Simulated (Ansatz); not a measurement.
Molecule: GaF2, net charge 1, singlet state. 
Coordinates optimised at B3LYP-D3(BJ)/def2-TZVP (Ansatz, a first-principles code):
```xyz
3

Ga     0.0000     0.0000     0.0000
F      0.0000     0.0000    -1.6703
F      0.0000     0.0000     1.6703
```
Charge +1, spin multiplicity 1.

Basis-set convergence of Hartree-Fock and CCSD correlation energies (hartree) with Ansatz. Cores are frozen in the correlated levels unless marked. No spin-orbit coupling. Frozen are the shells of the preceding noble gas and the d and f shells that filled before the atom's block. No relativistic terms.

| basis | functions | E(HF) | E(corr, CCSD) |
|---|---|---|---|
| cc-pVDZ | 55 | -2121.82518 | -0.43323 |
| cc-pVTZ | 103 | -2121.98061 | -0.56072 |
| cc-pVQZ | 178 | -2122.00381 | -0.60677 |

Extrapolating the two largest sets (X = 3 and 4) as X^-3: E(corr) = (64·(-0.60677) - 27·(-0.56072))/37 = -0.6404 Eh, an estimate of the basis-set limit. The largest set recovers 94.8 % of it, the smallest 67.7 %.
